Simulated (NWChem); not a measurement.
System: BN₂H₄Cl; SMILES NB(N)Cl

```xyz
8

B      0.0000     0.0000     0.4364
Cl     0.0000     0.0000    -1.3692
N      0.0000    -1.2544     1.0931
H      0.0000    -1.3655     2.1053
H      0.0000    -2.1293     0.5744
N      0.0000     1.2544     1.0931
H      0.0000     1.3655     2.1053
H      0.0000     2.1293     0.5744
```
Atoms are numbered in this order, from 1.

All runs: NWChem. Coordinates come from a PBE-D3(BJ)/def2-SVP optimisation. Atomic charges in e: unrestrained fits to the electrostatic potential beside Mulliken populations; buried atoms are poorly determined by the fit.

### Question
Estimate the computed values for B3LYP/def2-SVP. Quantities: ESP B1; Mulliken B1; ESP Cl2; Mulliken Cl2; ESP N3; Mulliken N3; ESP N6; Mulliken N6; relative RMS misfit of the potential (%).

### Answer
```yaml
ESP B1: 0.56
Mulliken B1: -0.09
ESP Cl2: -0.26
Mulliken Cl2: -0.18
ESP N3: -0.81
Mulliken N3: -0.10
ESP N6: -0.81
Mulliken N6: -0.10
relative RMS misfit of the potential (%): 26
```
